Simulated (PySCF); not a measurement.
A GIAO shielding run with PySCF 2.14 (density fitting, non-relativistic, gas phase) on SMILES C#C[SiH2][SiH2][SiH3], C₂H₈Si₃:

```
$ OMP_NUM_THREADS=1 python probes_run.py task.json out

{"job": {"kind": "nmr", "xc": "PBE0", "basis": "pcSseg-1"}, "charge": 0, "multiplicity": 1}
C      2.592366     1.582039    -0.516053
C      2.126233     0.565224    -0.074537
Si     1.364046    -0.963892     0.638711
Si    -0.842771    -0.507906     1.198267
Si    -2.193855     0.239290    -0.522895
H      3.009891     2.466317    -0.906186
H      2.246721    -1.356201     1.747333
H      1.494348    -1.999304    -0.398640
H     -1.424706    -1.722702     1.799701
H     -0.858885     0.454476     2.313977
H     -1.674421     1.477235    -1.107678
H     -2.265369    -0.744783    -1.607232
H     -3.577984     0.510692    -0.125599
```

Hardware: 1 thread of an Arm Neoverse V1, shared host. The job also computes population analyses, field gradients.

**Question.** How large is the calculation?

**Answer.** 62 electrons, 146 basis functions and 829 auxiliary functions.

**Question.** How long does it take, and how much memory does it need?

**Answer.** 16 s of wall time, with 11 SCF cycles and 5 response iterations; peak memory 0.7 GiB. Times on a shared host scatter by some tens of per cent.
